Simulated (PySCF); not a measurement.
# EPR parameters of C7H9O

Species: C7H9O (doublet state).
Cartesian coordinates in Å at the GFN2-xTB level; atoms count from 1:
```xyz
17
C7H9O angstrom
C      2.3086    0.5100   -0.8264
C      1.8274   -0.6339    0.0605
O      0.6106   -1.1867   -0.4082
C     -0.5268   -0.5352   -0.1679
C     -0.7681    0.6493    0.5809
C     -2.1146    0.8909    0.5325
C     -2.7434   -0.1433   -0.2522
C     -1.7797   -1.0084   -0.6747
H      3.2596    0.8847   -0.4584
H      1.5827    1.3197   -0.8264
H      2.4364    0.1601   -1.8478
H      2.5418   -1.4614    0.0314
H      1.7148   -0.2971    1.0972
H     -0.0352    1.2425    1.0940
H     -2.6324    1.7105    0.9953
H     -3.7963   -0.2020   -0.4543
H     -1.8926   -1.8877   -1.2772
```

The hyperfine couplings belong to this conformer and change with its torsions.

Identity: `CCO[C]1C=CC=C1` [radical].

Method used: UKS B3LYP, pcH-1 on C H O, non-relativistic, mean-field spin-orbit, GIAO in PySCF. The structure is a single GFN2-xTB conformer in the gas phase; no vibrational or solvent corrections. The geometry wasn't refined by DFT: couplings that depend on bond lengths, twists or pyramidal angles can differ widely from those at the functional's own minimum. No stability test was run, so a lower SCF solution isn't excluded.

- g1, g2, g3: 2.00215, 2.00307, 2.00391
- g_iso: 2.00304
- Form of g: rhombic: the two nearest values differ by 47 % of g3 − g1
- ⟨S²⟩: 0.7583 (exact 0.7500)
- α and β electrons: 30, 29
- Total energy: -347.34087 Eh
- Basis functions: 290

Hyperfine couplings atom by atom, in mT; T1 to T3 are the principal values of the dipolar part (MHz turned into mT with g_iso):

| atom | isotope | a_iso | T1 | T2 | T3 | Mulliken spin population |
| --- | --- | --- | --- | --- | --- | --- |
| C1 | 13C | 0.12 | -0.05 | -0.02 | 0.08 | 0.01 |
| C2 | 13C | -0.16 | -0.04 | -0.02 | 0.06 | -0.01 |
| O3 | 17O | -0.70 | -2.02 | 0.98 | 1.04 | 0.13 |
| C4 | 13C | 1.11 | -1.35 | -1.31 | 2.65 | 0.43 |
| C5 | 13C | -0.86 | -0.25 | 0.12 | 0.13 | -0.09 |
| C6 | 13C | 0.73 | -1.02 | -0.96 | 1.98 | 0.35 |
| C7 | 13C | 0.18 | -0.63 | -0.59 | 1.21 | 0.20 |
| C8 | 13C | -0.50 | -0.14 | -0.12 | 0.26 | 0.01 |
| H9 | 1H | -0.03 | -0.04 | -0.03 | 0.07 | 0.00 |
| H10 | 1H | 0.01 | -0.09 | -0.04 | 0.13 | 0.00 |
| H11 | 1H | -0.02 | -0.05 | -0.04 | 0.09 | 0.00 |
| H12 | 1H | 0.07 | -0.09 | -0.07 | 0.16 | 0.00 |
| H13 | 1H | 0.25 | -0.09 | -0.07 | 0.17 | 0.01 |
| H14 | 1H | 0.05 | -0.13 | -0.02 | 0.15 | 0.00 |
| H15 | 1H | -0.86 | -0.52 | -0.06 | 0.58 | -0.02 |
| H16 | 1H | -0.55 | -0.35 | -0.08 | 0.43 | -0.01 |
| H17 | 1H | -0.15 | -0.13 | -0.12 | 0.25 | 0.00 |

Largest spin populations (Mulliken): C4 (+0.43), C6 (+0.35), C7 (+0.20) and O3 (+0.13). Three atoms exceed +0.15.

The SMILES `CCO[C]1C=CC=C1` draws the unpaired electron on C4, whose computed spin population is only +0.43.

Axes: g2 points within 6° of the C7–C8 bond and g3 points within 15° of the C6–C7 bond.

Under fast tumbling the dipolar parts average out, and these isotropic splittings remain: 1 × 1H (H15, I = 1/2, 2 lines) with 0.86 mT, 1 × 1H (H16, I = 1/2, 2 lines) with 0.55 mT, 2 × 1H (H12/H13, I = 1/2, 3 lines) with 0.16 mT, 1 × 1H (H17, I = 1/2, 2 lines) with 0.15 mT and 1 × 1H (H14, I = 1/2, 2 lines) with 0.05 mT.

Nuclei that the bonding pattern makes equivalent are averaged, as if the motion that swaps them (rotation, inversion, ring flip) were fast. C5 and C8, with what hangs on them, aren't averaged: C4 is flat or nearly so (angle sum 360°), and its turn about the short C4–O3 bond (1.33 Å) is taken as slow.

The 13C coupling of C4 (31.1 MHz) shows only in satellite lines or after enrichment, since that isotope makes up about 1.07 % of natural carbon.

The 17O coupling of O3 (-19.6 MHz) shows only in satellite lines or after enrichment, since that isotope makes up about 0.038 % of natural oxygen.

The spin density at the nucleus, in bohr⁻³, is negative for C5 (-0.0214), C8 (-0.0124) and H15 (-0.0054), for instance. A restricted open-shell determinant has no negative spin density anywhere; here it arises because α and β orbitals differ (spin polarisation).
